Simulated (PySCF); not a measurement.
# Badger's rule along the second period: bonds to O

PBE0 in PySCF with def2-TZVP on every atom, for the lowest determinant that a PBE0 search found; no spin–orbit coupling. Badger's rule says that Re = d + c·k^(−1/3) for bonds between atoms of fixed rows.

| molecule | state (unpaired electrons) | Re (Å) | k (mdyn/Å) |
| --- | --- | --- | --- |
| CO | singlet (closed shell) | 1.123 | 20.3 |
| NO | doublet (π ↑) | 1.140 | ? |
| BO | doublet (σ ↑) | 1.201 | ? |
| BeO | singlet (closed shell) | 1.324 | ? |
| OF | doublet (π ↑) | 1.330 | ? |
| LiO | doublet (π ↑) | 1.681 | 1.98 |

Problem. Fix c and d from CO and LiO.

Solution. c = (1.681 − 1.123)/(1.98^(−1/3) − 20.3^(−1/3)) = 1.298, d = 1.123 − c·20.3^(−1/3) = 0.647 Å.

Problem. Predict k of the others and set the computed values beside them.

Solution. 

```
molecule  k by the rule  k computed  difference (%)
      NO           18.3        18.1               1
      BO           12.9        14.4             -10
     BeO           7.06        8.13             -13
      OF           6.87        6.99              -2
```

The rule misses by 6 % on average, well for two fitted constants.

States were picked by a PBE0 search and need not be the measured ground states.
